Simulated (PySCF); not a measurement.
Electron correlation in Re⁺ (rhenium, charge +1)

[Xe] 4f14 5d5 6s1, high-spin 7S determinant. Computed with PySCF 2.14 in def2-QZVPPD with the def2 core potential (60 electrons) (7s6p4d4f2g, 91 functions), with scalar relativity through the core potential. Frozen: 5s2 5p6; 6 electrons correlated.

```csv
level,correlation energy (mhartree)
CCSD,-84.18
(T),-1.80
CCSD(T),-85.98
```

Diagnostics: T1 = 0.0042, D1 = 0.0134, largest double amplitude 0.018.

Cost of the coupled-cluster step: of the order of 22 core-seconds, for 6 correlated electrons.
